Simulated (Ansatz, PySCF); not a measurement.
CH7BGeO2 (SMILES OB(O)[CH2][GeH3]), singlet, geometry from GFN2-xTB. Base run: CASSCF(4,6)/STO-3G (PySCF).

Here is a job for PySCF.
```python
from pyscf import gto, scf, mcscf
import numpy

mol = gto.M(
    atom='''
Ge    1.203387    0.578561    0.041665
C    -0.524045    0.319197   -0.874444
B    -1.426087   -0.696090   -0.033693
O    -1.365525   -2.033963   -0.217255
O    -2.249911   -0.278779    0.953439
H     2.075172    1.529831   -0.725965
H     1.032820    1.147990    1.414682
H     1.964866   -0.701783    0.180898
H    -0.319791   -0.049636   -1.881063
H    -0.997935    1.296232   -0.983379
H    -0.776757   -2.334869   -0.907007
H    -2.288550    0.665490    1.094208
''',
    basis='sto-3g',
    charge=0,
    spin=0,
    verbose=4,
)

mf = scf.RHF(mol)
mf.kernel()
mc = mcscf.CASSCF(mf, 6, 4)
mc.fix_spin_(ss=0.0)
mc.kernel()
occ = numpy.linalg.eigvalsh(mc.fcisolver.make_rdm1(mc.ci, mc.ncas, mc.nelecas))[::-1]
ss = mc.fcisolver.spin_square(mc.ci, mc.ncas, mc.nelecas)[0]
print('natural occupations', occ.round(4), ' <S^2>', round(ss, 4))
```

Programs used: Ansatz (an electronic-structure program), PySCF; a row that names a program was run with it.

The base run was repeated with changes; each row names its change, and settings that it needs were set with it.

```
change                                                ΔE vs base (kcal/mol)            natural occupations  <S^2> of the state        outcome
----------------------------------------------------  ---------------------  -----------------------------  ------------------  -------------
base                                                                  0.000  1.99 1.98 0.02 0.01 0.00 0.00                0.00      converged
code = ansatz                                                         -8.34                              -                   -      converged
active space = 2 electrons, 3 orbitals                                 3.41                 1.98 0.02 0.00                0.00      converged
active space = 4 electrons, 3 orbitals                                 5.47                 1.99 1.99 0.01                0.00      converged
start = MP2 natural orbitals                                          -8.36  1.98 1.98 0.02 0.02 0.00 0.00                0.00      converged
correction = SC-NEVPT2                                               -120.8  1.99 1.98 0.02 0.01 0.00 0.00                0.00      converged
code = ansatz; correction = SC-NEVPT2, all electrons                 -122.3                              -                   -      converged
state_average = 2 states                                               3.87                              -                   -      converged
orbitals = fixed (CASCI); correction = SC-NEVPT2                     -117.6  2.00 1.99 0.01 0.00 0.00 0.00                0.00      converged
solver = newton                                                       0.000  1.99 1.98 0.02 0.01 0.00 0.00                0.00      converged
active space = 8 electrons, 6 orbitals                                    -                              -                   -  not converged
```

Active orbitals are taken around the Fermi level unless the row says otherwise; CASSCF can end in different local minima, and two programs can end on different orbitals. State-averaged rows give the lowest state.

Ansatz warned in this series: other orbitals give a lower active-space energy.
